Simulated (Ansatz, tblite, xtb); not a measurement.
# How methods differ on SiNH2Cl2 (SMILES N[Si](Cl)Cl)

The species is SiNH2Cl2 (6 atoms), meant as a doublet with charge 0. As SMILES, `N[Si](Cl)Cl`. The shape is that of a PBE0-D4/def2-TZVP optimisation. This is one conformer, not always the lowest.

```csv
atom,x (Å),y (Å),z (Å)
N,-0.0444,0.8953,-0.1536
Si,-0.3396,-0.7014,0.3632
Cl,1.3002,-1.2941,1.4592
Cl,-0.5741,-1.8496,-1.3305
H,0.3109,1.5802,0.4952
H,-0.6109,1.3055,-0.8796
```

Quantity: the dipole moment, in D. The values are calculated.

| level | kind | program | value (D) | CPU time |
| --- | --- | --- | --- | --- |
| GFN2-xTB | semi-empirical | tblite | 2.93 | under 2 s |
| IPEA1-xTB | semi-empirical | tblite | 3.68 | under 2 s |
| GFN0-xTB | semi-empirical | xtb | 2.83 | under 2 s |
| GFN1-xTB | semi-empirical | xtb | 3.48 | under 2 s |
| UHF/STO-3G | Hartree–Fock | Ansatz | 4.32 | 1 s |
| UHF/3-21G | Hartree–Fock | Ansatz | 4.54 | 1.9 s |
| UHF/def2-SVP | Hartree–Fock | Ansatz | 3.04 | 5.3 s |
| U-r2SCAN/def2-SVPD | meta-GGA | Ansatz | 2.78 | 43 s |
| U-r2SCAN/aug-cc-pVDZ | meta-GGA | Ansatz | 2.74 | 61 s |
| UB3LYP/6-31G* (spherical functions) | global hybrid | Ansatz | 3.29 | 16 s |

The values span 2.74 to 4.54 D. Sets without polarisation functions give poor dipoles. Without the sets that lack polarisation functions the rows with a basis span only 2.74 to 3.29 D. CPU times are rough (shared hosts, several kinds of processor): they show what a rung costs within a factor of a few.
